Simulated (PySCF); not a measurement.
**Computed properties of CH₃BeIS, SMILES C[S][Be][I]**

Be(I)(SMe) (CH3BeIS), SMILES C[S][Be][I]. Geometry optimised at PBE0-D3(BJ)/def2-SVP. The def2 effective core potentials stand for the cores of I; spin–orbit coupling is left out. The values are those of a single conformer. All values are computed for the isolated molecule unless a solvent is named; none is compared with measurement here.

**Structure.** The optimised structure has Cs symmetry. All 15 harmonic modes at PBE0-D3(BJ)/def2-SVP (PySCF) are real, so it is a minimum. With heavy atoms numbered as in [Be:1]([I:2])[S:3][CH3:4], the shortest bond between them is S3–C4 at 1.835 Å and the longest Be1–I2 at 2.173 Å.

**Vibrations.** The strongest infrared lines (harmonic, unscaled, degenerate partners summed) lie at 990 cm⁻¹ (198 km/mol, Be 58 %, H 27 %, S 10 %), 966 cm⁻¹ (168 km/mol, H 56 %, Be 32 %, C 10 %), 3078 cm⁻¹ (18 km/mol, H 98 %). The softest mode is at 58 cm⁻¹ and the zero-point energy is 26.1 kcal/mol.

**Electronic structure.** HF/def2-TZVPD (PySCF) places the frontier levels at -9.83 and 1.06 eV, a gap of 10.89 eV, and gives a dipole moment of 1.67 D and a mean polarisability of 80.8 bohr³.

**Excitations.** TDA-M06-2X/def2-SVPD (PySCF) has S1 at 4.53 eV (274 nm, f = 0.000, dark); the most intense of the 10 singlets computed lies at 6.29 eV (f = 0.21). T1 (TDA) is at 4.34 eV, 0.19 eV under S1. No vertical singlet excitation falls in the visible range (under 3.1 eV).
